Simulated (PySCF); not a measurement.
# Vibration and rotation of TeC

RHF-CCSD(T) constants of TeC, ¹Σ⁺ (singlet), closed shell (basis Te def2-TZVPP with ECP28, C def2-TZVPP; scalar-relativistic core potentials; PySCF 2.14; masses 129.9062 and 12.0000 u):

```
ωe              : 855.3 cm⁻¹
ωexe            : 3.97 cm⁻¹
Be              : 0.42361 cm⁻¹
αe              : 0.00263 cm⁻¹
D (centrifugal) : 4.16e-07 cm⁻¹
De to Te + C    : 4.80 eV
```

Question: Give the vibrational terms G(v) and spacings up to v = 6.

Answer: G(v) = ωe(v+½) − ωexe(v+½)².

```json
{"v": "0", "G(v) (cm⁻¹)": "426.7", "G(v) − G(v−1)": "", "Bv (cm⁻¹)": "0.4223"}
{"v": "1", "G(v) (cm⁻¹)": "1274.0", "G(v) − G(v−1)": "847.4", "Bv (cm⁻¹)": "0.4197"}
{"v": "2", "G(v) (cm⁻¹)": "2113.4", "G(v) − G(v−1)": "839.4", "Bv (cm⁻¹)": "0.4170"}
{"v": "3", "G(v) (cm⁻¹)": "2944.9", "G(v) − G(v−1)": "831.5", "Bv (cm⁻¹)": "0.4144"}
{"v": "4", "G(v) (cm⁻¹)": "3768.5", "G(v) − G(v−1)": "823.5", "Bv (cm⁻¹)": "0.4118"}
{"v": "5", "G(v) (cm⁻¹)": "4584.1", "G(v) − G(v−1)": "815.6", "Bv (cm⁻¹)": "0.4091"}
{"v": "6", "G(v) (cm⁻¹)": "5391.7", "G(v) − G(v−1)": "807.7", "Bv (cm⁻¹)": "0.4065"}
```

Question: How well does the Morse estimate ωe²/(4ωexe) reproduce De, and what is D0?

Answer: It gives 5.71 eV, 119 % of the computed De. D0 = De − G(0) = 4.80 − 0.05 = 4.75 eV.

Correlated steps freeze 5 core orbitals. These are scalar-relativistic numbers at best; spin–orbit coupling would shift them, the dissociation energy most. Where the molecule has an RHF reference, its open-shell atoms are computed with UHF. The CCSD T1 diagnostic is raised, a sign that a single reference may not be enough here.
